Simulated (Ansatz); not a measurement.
C2H6AlGeN (`[CH3][GeH2][AlH][C]#N`). The species carries charge 0 and has multiplicity 1.

```xyz
11

C    -0.0881    1.2281   -1.2851
Ge   -0.8272    0.7280    0.4601
Al    0.2309   -1.2919    1.4082
C     1.3946   -2.2843    0.2058
N     2.0705   -2.8264   -0.5576
H    -0.1947    0.4032   -1.9898
H     0.9712    1.4685   -1.1924
H    -0.6147    2.0990   -1.6763
H    -2.3444    0.4687    0.3217
H    -0.6831    1.9064    1.4475
H     0.0850   -1.8992    2.8579
```

List the harmonic frequencies (cm⁻¹, unscaled) at PBE0-D4/def2-TZVP in Ansatz. (An estimate is asked.)

The calculation gave: 16, 54, 123, 136, 202, 270, 296, 335, 438, 540, 591, 597, 635, 648, 837, 872, 874, 1266, 1456, 1457, 1955, 2108, 2116, 2301, 3068, 3161, 3162.

Is this a minimum?

Yes, all 27 modes are real.

Give the ideal-gas thermochemistry at 298.15 K and 1 bar (rigid rotor, harmonic oscillator; point group C1, symmetry number 1).

Zero-point energy 176.5 kJ/mol; H(298) − E = 202.7 kJ/mol; entropy 406.0 J/(mol·K), of which translation 170.8, rotation 119.2, vibration 116.0; G(298) − E = 81.7 kJ/mol. Modes under 100 cm⁻¹ are hindered rotations or soft bends, so the harmonic entropy is rough.

Rotational constants (cm⁻¹)?

0.1466, 0.0411, 0.03275.
